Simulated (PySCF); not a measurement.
Core-level binding energies of (BeO)2 ring

Species: (BeO)2 ring, Be2O2.
Geometry (PBE0-D3(BJ)/def2-SVP, Å), atoms numbered from 1 in this order:
```
atom  x, y, z in Å
Be1   -0.4498   -0.4987   -0.5944
O2     1.0488   -0.3346   -0.5128
Be3    0.4498    0.4987    0.5945
O4    -1.0488    0.3346    0.5127
```

The calculation used delta-SCF UKS SCAN, pcX-2 on the ionised atom, pcseg-1 elsewhere, spin-free X2C (PySCF 2.14.0). Binding energies are ΔSCF values: E(core-ionised, relaxed orbitals) − E(ground state) at a fixed geometry, referred to the vacuum level.

What binding energy does each computed site have?

| atom(s) | bonded to | level | binding energy (eV) | count |
| --- | --- | --- | --- | --- |
| O2/O4 | 2 Be | O 1s | 536.35 | 2 |
| Be1/Be3 | 2 O | Be 1s | 121.59 | 2 |

Which photon energy gives electrons from Be 1s of Be1/Be3 a kinetic energy of 150 eV, and what is their de Broglie wavelength?

hν = 121.59 + 150 = 271.59 eV, recoil neglected; λ = 12.264 Å/√(E/eV) = 1.00 Å.

What is the longest wavelength that can ionise Be 1s of Be1/Be3 vertically?

λ = hc/E = 12398.42 eV Å / 121.59 eV = 101.969 Å.

The first atom of each set that the bonding makes equivalent was ionised and stands for the set. Isolated species at its PBE0-D3(BJ)/def2-SVP geometry, gas phase.
